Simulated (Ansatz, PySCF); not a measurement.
Process, species as SMILES: C=CCCCCC -> C=CCCC[CH]C + H atom (the C-H bond at the site shown breaks; other sites are not compared here)
Geometries: B3LYP-D3(BJ)/def2-TZVP minima from Ansatz (a quantum-chemistry and plane-wave program), one conformer each, not searched for the lowest. Frequencies are from Ansatz or PySCF.

Wanted: bond dissociation energy (enthalpy at 298 K, with B3LYP-D3(BJ) rigid-rotor harmonic-oscillator terms), in kJ/mol. Correlated levels leave the core frozen unless marked. Open shells are spin-unrestricted. No spin-orbit coupling. No relativistic terms. Basis-set limits of correlation are two-point, X^-3; Hartree-Fock from the larger set. [CCSD(T)-MP2]/basis is that difference in the basis named.

```
level                          program  bond dissociation energy (kJ/mol)
----------------------  --------------  ---------------------------------
SVWN5/def2-TZVPD                Ansatz                              438.9
BLYP-D3(BJ)/def2-TZVPD  Ansatz + dftd3                              393.2
PBE0-D3(BJ)/def2-TZVP   Ansatz + dftd3                              394.3
r2SCANh/def2-TZVPD              Ansatz                              387.2
```

Problem. Predict the RI-MP2/CBS(cc-pVTZ,cc-pVQZ)+[CCSD(T)-MP2]/cc-pVTZ result (Ansatz).

Solution. 417.3 kJ/mol
